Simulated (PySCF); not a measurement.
## Nonlinear optical response: p-divinylbenzene, C10H10

Geometry:
| atom | x (Å) | y (Å) | z (Å) |
| --- | --- | --- | --- |
| C1 | 3.753 | -0.121 | -0.662 |
| C2 | 2.796 | 0.445 | 0.085 |
| C3 | 1.353 | 0.195 | 0.020 |
| C4 | 0.499 | 0.892 | 0.892 |
| C5 | -0.874 | 0.695 | 0.874 |
| C6 | -1.461 | -0.214 | -0.020 |
| C7 | -2.904 | -0.462 | -0.083 |
| C8 | -3.859 | 0.106 | 0.665 |
| C9 | -0.606 | -0.910 | -0.892 |
| C10 | 0.766 | -0.714 | -0.875 |
| H11 | 4.802 | 0.148 | -0.522 |
| H12 | 3.535 | -0.865 | -1.434 |
| H13 | 3.098 | 1.182 | 0.837 |
| H14 | 0.932 | 1.605 | 1.598 |
| H15 | -1.500 | 1.258 | 1.569 |
| H16 | -3.208 | -1.200 | -0.835 |
| H17 | -3.640 | 0.850 | 1.435 |
| H18 | -4.909 | -0.160 | 0.527 |
| H19 | -1.039 | -1.624 | -1.598 |
| H20 | 1.393 | -1.277 | -1.569 |

Theory: PySCF 2.14.0, quadratic response CAM-B3LYP/aug-cc-pVDZ first hyperpolarisability, Taylor convention, gas phase. Geometry: PBE0-D3(BJ)/def2-SVP.

**Question.** What is the first hyperpolarisability, and how does it disperse?

**Answer.** In au, Taylor convention; the vector part is βᵢ = ⅓ Σⱼ (βᵢⱼⱼ + βⱼᵢⱼ + βⱼⱼᵢ):
| process | λ (nm) | β vector norm | β HRS | depolarisation ratio |
| --- | --- | --- | --- | --- |
| static β(0;0,0) | ∞ | 1.1 | 0.5 | – |
| second harmonic β(−2ω;ω,ω) | 1907 | 1.3 | 0.6 | – |
| Pockels β(−ω;ω,0) | 1907 | 1.1 | – | – |
| second harmonic β(−2ω;ω,ω) | 1064 | 2.0 | 0.9 | – |
| Pockels β(−ω;ω,0) | 1064 | 1.3 | – | – |

**Question.** Which lowest excitations, dipole and polarisabilities go with it?

**Answer.** S1 4.33 eV (f = 0.631); S2 4.78 eV (f = 0.045); S3 5.58 eV (f = 0.000); dipole 0.00 D; isotropic α 135.9 au static, 136.9 au at 1907 nm, 139.2 au at 1064 nm, 140.1 au at 953.5 nm, 152.1 au at 532 nm.
